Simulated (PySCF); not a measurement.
Compound: H13NSi6.
Numbering: `[SiH3:1][NH:2][SiH:3]1[SiH2:4][SiH2:5][SiH2:6][SiH2:7]1` (hydrogens: H8, H9, H10 on Si1; H11 on N2; H12 on Si3; H13, H14 on Si4; H15, H16 on Si5; H17, H18 on Si6; H19, H20 on Si7)

Structure used (PBE0-D3(BJ)/def2-SVP), in Å, numbered top down from 1:
```xyz
20
H13NSi6 angstrom
Si     2.3162    0.4377    1.1062
N      2.0826    0.0075   -0.5625
Si     0.6597    0.2120   -1.5661
Si    -0.7971    1.8250   -0.6586
Si    -1.9197    0.7181    1.0996
Si    -1.3599   -1.5626    0.8339
Si    -0.6831   -1.7208   -1.4141
H      1.1363    1.2645    1.5035
H      2.3906   -0.7531    2.0099
H      3.5677    1.2318    1.3083
H      2.8078   -0.5762   -0.9742
H      1.0759    0.5367   -2.9673
H     -1.7889    2.1297   -1.7410
H     -0.1318    3.0969   -0.2377
H     -3.3999    0.8975    0.9621
H     -1.4974    1.2385    2.4373
H     -0.1867   -1.8807    1.7103
H     -2.4916   -2.4700    1.2000
H      0.0509   -2.9921   -1.7103
H     -1.8919   -1.6350   -2.2968
```

The closed-shell ground state was solved at several levels (PySCF, density fitting, gas phase, non-relativistic).

| level | basis functions | total energy (Eh) | HOMO (eV) | LUMO (eV) | gap (eV) | dipole (D) |
| --- | --- | --- | --- | --- | --- | --- |
| CAM-B3LYP/def2-SVPD | 268 | -1798.9818 | -8.14 | -0.01 | 8.13 | 1.13 |
| PBE0/pcSseg-1 | 226 | -1798.7054 | -6.99 | -1.12 | 5.87 | 1.18 |

Question: Estimate the row for KT3/pcSseg-1, a basis of 226 functions; the other rows only guide the guess.

Answer: Total energy -1814.2537 Eh, HOMO -5.92 eV, LUMO -1.85 eV, gap 4.07 eV, dipole 1.14 D.

Question: Over all these levels, which gives the widest orbital gap and which the narrowest?

Answer: CAM-B3LYP/def2-SVPD (range-separated hybrid) has the widest, 8.13 eV, and KT3/pcSseg-1 (GGA) the narrowest, 4.07 eV. Functional and basis both differ between the two, so the spread mixes both effects.

Question: How far do the dipole and the HOMO energy spread over the levels?

Answer: The dipole runs from 1.13 to 1.18 D (mean 1.15 D) and the HOMO from -8.14 to -5.92 eV.

One conformer stands for the species.
